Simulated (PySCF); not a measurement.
F₃Se (SMILES F[Se+](F)F), charge +1, singlet, geometry from GFN2-xTB. Base run: PySCF with SCAN/pcseg-1.

PySCF was given this input:
```python
from pyscf import gto, scf, dft

mol = gto.M(
    atom='''
Se   -0.05851377    0.13707674    0.36084699
F    -1.11551873   -0.92793009   -0.36031193
F     0.03509549    1.14471031   -0.96107626
F     1.30147527   -0.73462567   -0.04181155
''',
    basis='pcseg-1',
    charge=1,
    verbose=4,
)

mf = dft.RKS(mol)
mf.xc = 'scan'
mf.kernel()
```

The base run was repeated with changes; each row names its change, and settings that it needs were set with it.

| change | ΔE vs base (mEh) | grid points | electrons on the grid | outcome |
|---|---|---|---|---|
| base | 0.000 | 63216 | 60.00001 | converged |
| small_rho_cutoff = 0 | 0.000 | 63216 | 60.00001 | converged |
| grids.atom_grid = (99, 590) | 2.689 | 124168 | 60.00000 | converged |
| grids.atom_grid = (150, 974) | 2.501 | 310240 | 60.00000 | converged |
| grids.prune = dft.gen_grid.sg1_prune | - | - | - | input refused |
| grids.prune = dft.gen_grid.treutler_prune | 0.000 | 57984 | 60.00001 | converged |
| grids.level = 5 | 4.624 | 176376 | 60.00000 | converged |
| grids.atom_grid = (75, 302) | 5.245 | 55864 | 60.00008 | converged |
| grids.atom_grid = (30, 110) | 257.2 | 9832 | 59.99832 | converged |
| grids.level = 2 | 8.424 | 47888 | 60.00008 | converged |
| grids.atom_grid = (50, 194) | 62.916 | 25928 | 60.00029 | converged |

- grids.prune = dft.gen_grid.sg1_prune: ended with `IndexError: index 34 is out of bounds for axis 0 with size 19`
